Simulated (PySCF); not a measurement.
CaF, SMILES [F][Ca+], charge +1.

Coordinates come from a PBE-D3(BJ)/def2-TZVPD optimisation. The spin state was assumed, not searched.

All values below come from PySCF with PBE-D3(BJ)/def2-TZVPD.

Frequencies are harmonic and unscaled.

Problem. Give all harmonic wavenumbers and intensities. (Estimate from the structure and the level; the computed values follow.)

Solution. 
```tsv
mode	ν (cm⁻¹)	IR (km/mol)	moving atoms (share of kinetic energy)
1	677	154.4	F 68 %, Ca 32 %
```
